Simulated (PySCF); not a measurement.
NICS in isomers of C4H7NO2Si.

NICS = −σ at a ghost point: NICS(0) at the centroid of the ring atoms, NICS(1) 1 Å to either side along the normal of their mean plane, zz for the tensor component along that normal. Level: GIAO PBE0/pcSseg-1 (PySCF, non-relativistic, gas phase) on the GFN2-xTB geometries, one conformer each. Atom numbers follow the mapped SMILES.

Problem. Order these rings by mean NICS(1)zz, lowest (most negative) first (ppm).
A. ring C2–O3–Si4–O5–C6–C7 in `[H]/[N:8]=[C:7]1\[C:2](=[CH2:1])[O:3][SiH2:4][O:5][CH2:6]1`
B. ring C2–C3–N4–Si5–O8 in `[CH2:1]=[C:2]1[CH:3]=[N:4][Si@@H:5]([O:6][CH3:7])[O:8]1`
C. ring N4–C5–C6–C7–C8 in `[OH:1][SiH:2]([OH:3])[n:4]1[cH:5][cH:6][cH:7][cH:8]1`
D. ring C2–N3–O4–C5–C6 in `[CH3:1][c:2]1[n:3][o:4][cH:5][c:6]1[O:7][SiH3:8]`

Solution. C (-30.1), D (-24.7), B (-6.0), A (2.0).

| SMILES | ring | NICS(0) | NICS(1) | NICS(1)zz | HOMA | rms pucker (Å) | ring atoms with four or more neighbours |
| --- | --- | --- | --- | --- | --- | --- | --- |
| O[SiH](O)n1cccc1 | 5-membered ring with N; formal bonds all aromatic | -13.4 | -11.3 | -30.1 | 0.84 | 0.00 | 0 |
| Cc1nocc1O[SiH3] | 5-membered ring with N and O; formal bonds all aromatic | -12.1 | -10.6 | -24.7 | 0.55 | 0.00 | 0 |
| C=C1C=N[Si@@H](OC)O1 | 5-membered ring with N, O and Si; formal bonds 1 double, 4 single | -2.9 | -4.5 | -6.0 | – | 0.02 | 1 |
| [H]/N=C1/CO[SiH2]OC1=C | 6-membered ring with 2 O and Si; formal bonds all single | 0.5 | -0.6 | 2.0 | – | 0.16 | 2 |

NICS(0) gives the same order. The isotropic NICS(1) gives the same order. HOMA uses Krygowski's 1993 parameters; it is left out where a ring has a four-coordinate atom, a triple bond, no multiple bond or a kind of bond without parameters. NICS(1) and NICS(1)zz are means over the two faces.
